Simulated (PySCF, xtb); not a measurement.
C2H6F2Si, SMILES C[Si@H](F)CF. The values are those of a single conformer.

Harmonic wavenumbers (cm⁻¹) from GFN2-xTB (xtb) at its own minimum, in rising order: 32, 104, 142, 186, 214, 299, 604, 630, 683, 736, 757, 803, 835, 858, 1028, 1207, 1287, 1376, 1440, 1470, 1477, 2351, 2948, 2960, 3028, 3049, 3053.

What does PBE-D3(BJ)/def2-SVP (PySCF) give at its own minimum? (An estimate is asked for; the answer gives what the named calculation found.)

82, 127, 141, 212, 245, 313, 593, 644, 687, 743, 761, 819, 854, 919, 1047, 1200, 1223, 1265, 1377, 1382, 1395, 2187, 2927, 2977, 2982, 3076, 3082. Paired by order, the mean absolute difference is 38 cm⁻¹ and the zero-point energies are 48.0 and 47.5 kcal/mol.
